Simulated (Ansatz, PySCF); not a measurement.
PySCF was given this input:
```python
from pyscf import gto, scf, dft

mol = gto.Mole()
mol.atom = '''
    W     0.183414    0.007959    0.241910
    O     1.447901   -0.798475   -0.572036
    O    -0.795406   -1.065095    1.137588
    Cl   -1.105446    0.842328   -1.319163
'''
mol.basis = 'def2-svpd'
mol.ecp = {'W': 'def2-svpd'}
mol.charge = 1
mol.spin = 0
mol.verbose = 3
mol.build()

mf = dft.RKS(mol)
mf.xc = 'wb97x'
mf.grids.atom_grid = (99, 590)
mf.grids.prune = None
mf.kernel()
```

Question: Give the equivalent Ansatz (a program for electronic structure) input.

Answer: Several could match; the one computed here: 
Ansatz 0.2 input:
```yaml
crystal:
  periodic: [false, false, false]
  atoms:
    - {symbol: W, position_ang: [0.18341371, 0.00795927, 0.24191020]}
    - {symbol: O, position_ang: [1.44790089, -0.79847499, -0.57203555]}
    - {symbol: O, position_ang: [-0.79540581, -1.06509520, 1.13758770]}
    - {symbol: Cl, position_ang: [-1.10544559, 0.84232796, -1.31916307]}
basis:
  gaussian:
    orbitals: def2-SVPD
hamiltonian:
  xc: {name: wB97X}
total_charge: 1
accuracy: high
```

Both were run: PySCF gave -677.206165 Eh and Ansatz -677.205849 Eh, 0.316 mEh apart.
